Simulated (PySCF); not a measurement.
NICS in one family of compounds.

NICS is the negative of the GIAO shielding at a point without a nucleus: at the ring centre (0) and 1 Å above and below it (1); zz is the component along the ring normal. Level: GIAO PBE0/pcSseg-1 (PySCF, non-relativistic, gas phase) on the GFN2-xTB geometries, one conformer each. Atom numbers follow the mapped SMILES.

Question: Order these rings by mean NICS(1)zz, lowest (most negative) first (ppm).
A. ring C3–O4–C5–C7–P8 in `[CH3:1][CH2:2][c:3]1[o:4][c:5]([CH3:6])[cH:7][p:8]1`
B. ring C3–P4–C5–O6–C7 in `[CH3:1][S:2][c:3]1[p:4][cH:5][o:6][c:7]1[CH3:8]`
C. ring C2–C3–P4–C5–O7 in `[CH3:1][c:2]1[cH:3][p:4][c:5]([F:6])[o:7]1`

Answer: B (-24.3), A (-23.2), C (-21.1).

| SMILES | ring | NICS(0) | NICS(1) | NICS(1)zz | HOMA | rms pucker (Å) | ring atoms with four or more neighbours |
| --- | --- | --- | --- | --- | --- | --- | --- |
| CSc1pcoc1C | 5-membered ring with O and P; formal bonds all aromatic | -11.2 | -10.7 | -24.3 | 0.48 | 0.00 | 0 |
| CCc1oc(C)cp1 | 5-membered ring with O and P; formal bonds all aromatic | -10.5 | -10.2 | -23.2 | 0.44 | 0.00 | 0 |
| Cc1cpc(F)o1 | 5-membered ring with O and P; formal bonds all aromatic | -11.3 | -9.5 | -21.1 | 0.46 | 0.00 | 0 |

NICS(0) gives another order. The isotropic NICS(1) gives the same order. HOMA uses Krygowski's 1993 parameters. NICS(1) and NICS(1)zz are means over the two faces.
